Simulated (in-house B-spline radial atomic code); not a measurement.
Kr⁴⁺: [Ar] 3d10 4s2 4p2

Computed with a B-spline radial code for spherical atoms: non-relativistic Hartree-Fock with fractional occupations, spin-polarised, spherical fractional occupations, point nucleus.

Effective charges: Z_r = [3n² - l(l+1)]/(2<r>) from the radius, Z_e = n√(-2ε) from the energy, and Slater's rules. Values are occupation-weighted means over spin.

```csv
shell,electrons,ε (eV),<r> (bohr),Z_r,Z_e,Slater
1s,2,-14213,0.04244,35.34,32.32,35.70
2s,2,-1959.6,0.1872,32.05,24.00,31.85
2p,6,-1772,0.1619,30.89,22.82,31.85
3s,2,-351.81,0.537,25.14,15.26,24.75
3p,6,-283.04,0.5422,23.06,13.68,24.75
3d,10,-160.6,0.5472,19.19,10.31,14.85
4s,2,-78.026,1.471,16.31,9.58,9.65
4p,2,-59.205,1.636,14.06,8.34,9.65
```

The least bound orbital is 4p up at -59.21 eV, and it is also the most diffuse (<r> = 1.636 bohr).

The density falls to 0.001 bohr⁻³ at 3.102 bohr; Σ<r²> = 17.568 bohr² gives, by the non-relativistic formula and without the paramagnetism of open shells, a Langevin diamagnetic susceptibility of -13.91×10⁻⁶ cm³/mol.

Caution: exact exchange at fractional occupations of open shells leaves self-interaction of up to several eV.
